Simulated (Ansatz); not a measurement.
Hg(Br)2 anion (Br2Hg), SMILES [Br][Hg][Br] (connectivity only; charge and spin as stated), charge -1, multiplicity 2.

The structure is a stationary point at B3LYP-D3(BJ)/def2-SVPD. The spin state was assumed, not searched. The isomer is the one that the SMILES or the coordinates give; other isomers of the formula were not compared. The def2 effective core potentials stand for the cores of Hg; spin–orbit coupling is left out.

Two levels are set side by side: PBE/def2-SVPD (Ansatz, a program for electronic structure) and CAM-B3LYP/def2-SVPD (Ansatz). Energy differences of separate SCF runs at the same geometry; the states with an electron removed or added have multiplicity 1. Differences are taken from unrounded values.

| quantity | PBE |
|---|---|
| vertical ionisation energy (eV) | 3.23 |

These are the PBE values. What does CAM-B3LYP give? (The exact figures need the calculation; the answer reports its results.)


```csv
quantity,CAM-B3LYP,PBE minus CAM-B3LYP
vertical ionisation energy (eV),3.49,-0.26
```
